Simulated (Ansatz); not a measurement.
`NB1O[SiH2]1` + `B/C=C(\F)Cl` → `ClB1O[SiH2]1` + `B/C=C(/N)F` at 500 K and 1 bar (redistribution).

Gas-phase electronic energies from Ansatz, PBE0-D4/def2-TZVP geometries. CCSD(T)/CBS adds triple-zeta CCSD(T) − MP2 to the extrapolated MP2 energy (def2 sets, frozen cores). Double bonds are as drawn, so ΔE can hold a change between cis and trans. Each species was taken in one conformer, which may not be the lowest.

```json
{"species": "`NB1O[SiH2]1`", "CCSD(T)/CBS energy (Eh)": "-446.22148", "H − E (kJ/mol)": "171.7", "S (J/(mol·K))": "344.1"}
{"species": "`B/C=C(\\F)Cl`", "CCSD(T)/CBS energy (Eh)": "-662.22491", "H − E (kJ/mol)": "160.2", "S (J/(mol·K))": "363.9"}
{"species": "`ClB1O[SiH2]1`", "CCSD(T)/CBS energy (Eh)": "-850.08552", "H − E (kJ/mol)": "100.1", "S (J/(mol·K))": "340.7"}
{"species": "`B/C=C(/N)F`", "CCSD(T)/CBS energy (Eh)": "-258.37203", "H − E (kJ/mol)": "233.0", "S (J/(mol·K))": "373.3"}
```

H − E and S are ideal-gas, rigid-rotor, harmonic terms from PBE0-D4/def2-TZVP, for one conformer and one mirror image of each species. 1 Eh = 2625.50 kJ/mol, R = 8.31446 J/(mol·K).

Task: By hand: ΔE, ΔH, ΔS and ΔG.

Result: ΔE = (-850.08552) + (-258.37203) − (-446.22148) − (-662.22491) = -0.01116 Eh = -29.3 kJ/mol. Δ(H − E) = 100.1 + 233.0 − 171.7 − 160.2 = 1.2, so ΔH = -28.1 kJ/mol. ΔS = 340.7 + 373.3 − 344.1 − 363.9 = 6.0 J/(mol·K). ΔG = -28.1 − 500 × (6.0)/1000 = -31.1 kJ/mol.

Task: By hand: the equilibrium constant, and the temperature at which ΔG would vanish if ΔH and ΔS stayed fixed.

Result: log₁₀ K = −ΔG/(RT ln 10) = 3.2. ΔH and −TΔS have one sign here, so there is no such temperature.

The number of gas molecules stays the same, so ΔS is small and ΔH decides. A doubt of 5 kJ/mol in ΔE shifts log₁₀ K by 0.5 here. Other conformers and mirror images would add mixing entropy, several J/(mol·K) or more a flexible species. These are equilibria of isolated gas molecules and say nothing of rates. Largest T1 diagnostic: 0.015 (customary marks: 0.02 for closed shells, 0.045 for open ones).

ΔS is within the doubt of such terms, so its sign, and with it that verdict, could turn.
